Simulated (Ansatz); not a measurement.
Start from `CC[O][Ge]([Cl])([O]CC)[O]CC` and change one atom or group to get `CC[O][Ge]([F])([O]CC)[O]CC`.

Ansatz, PBE0-D4/def2-TZVP geometries, multiplicity 1. Each molecule was computed in one conformer, which needn't be the lowest.

Scalar relativity is left out up to krypton.

```csv
property,`CC[O][Ge]([Cl])([O]CC)[O]CC`
LUMO energy (ωB97M-V/def2-TZVPP) / eV,1.85
HOMO–LUMO gap (B3LYP/def2-TZVPP) / eV,7.53
HOMO–LUMO gap (PBE/def2-TZVPP) / eV,5.41
LUMO energy (PBE/def2-TZVPP) / eV,-1.18
LUMO energy (B3LYP/def2-TZVPP) / eV,-0.42
size of the dipole moment (B3LYP/def2-TZVPP) / D,1.90
```

(1) What does the change do to each property? (Best estimate.)

Answers

(1) The calculation gave: 
```json
{"property": "LUMO energy (ωB97M-V/def2-TZVPP) / eV", "`CC[O][Ge]([F])([O]CC)[O]CC`": "1.91", "shift": "0.06"}
{"property": "HOMO–LUMO gap (B3LYP/def2-TZVPP) / eV", "`CC[O][Ge]([F])([O]CC)[O]CC`": "7.78", "shift": "0.25"}
{"property": "HOMO–LUMO gap (PBE/def2-TZVPP) / eV", "`CC[O][Ge]([F])([O]CC)[O]CC`": "5.63", "shift": "0.22"}
{"property": "LUMO energy (PBE/def2-TZVPP) / eV", "`CC[O][Ge]([F])([O]CC)[O]CC`": "-0.99", "shift": "0.19"}
{"property": "LUMO energy (B3LYP/def2-TZVPP) / eV", "`CC[O][Ge]([F])([O]CC)[O]CC`": "-0.23", "shift": "0.19"}
{"property": "size of the dipole moment (B3LYP/def2-TZVPP) / D", "`CC[O][Ge]([F])([O]CC)[O]CC`": "2.08", "shift": "0.18"}
```

With PBE0 the HOMO falls by 0.05 eV and the LUMO rises by 0.20 eV, so the gap widens by about 0.25 eV. PBE moves the HOMO by -0.03 eV and ωB97M-V by -0.06 eV. Dipoles are sizes alone; their direction can turn.

B3LYP here is the variant with VWN-RPA as its local correlation; programs differ in this.
